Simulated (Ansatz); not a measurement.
Reaction (ligand exchange at a Ge–N bond): `F[SiH2][NH][GeH3]` + `NB(O)F` → `NB(F)[O][GeH3]` + `N[SiH2]F`

Calculated with Ansatz (gas phase, PBE0-D4/def2-TZVP geometries, no zero-point term in ΔE). CCSD(T)/CBS is the MP2 limit (def2-TZVPP, def2-QZVPP) plus CCSD(T) − MP2 in def2-TZVPP, frozen cores. Functionals use def2-TZVPP. B3LYP here is the variant with VWN-RPA as its local correlation; programs differ in this. For Ge outer-core shells are correlated without core-valence functions, which leaves a few kJ/mol of doubt a bond. Scalar relativity is left out up to krypton. One conformer a species, not always the lowest.

| level | ΔE (kJ/mol) | difference from CCSD(T)/CBS |
| --- | --- | --- |
| PBE-D4 | -26.1 | -0.1 |
| B3LYP-D4 | -30.7 | -4.7 |
| ωB97X-V | -31.0 | -5.0 |
| PBE | -27.7 | -1.7 |
| MP2/def2-TZVPP | -26.9 | -0.9 |
| SCS-MP2/def2-TZVPP | -29.6 | -3.6 |
| HF/def2-QZVPP | -36.7 | -10.7 |
| MP2/def2-QZVPP | -26.2 | -0.2 |
| SCS-MP2/def2-QZVPP | -29.0 | -3.0 |
| HF/CBS(def2) | -36.7 | -10.7 |
| CCSD(T)/CBS | -26.0 | 0 |

Largest T1 diagnostic among the species: 0.012.

In def2-TZVPP, CCSD(T) changes the Hartree–Fock value by +8.8 kJ/mol (the triples alone add +0.8 kJ/mol) and MP2 by +9.4 kJ/mol.

CCSD(T)/CBS has its own doubt, a few kJ/mol and more with outer-core shells, so smaller differences from it don't rank the levels.
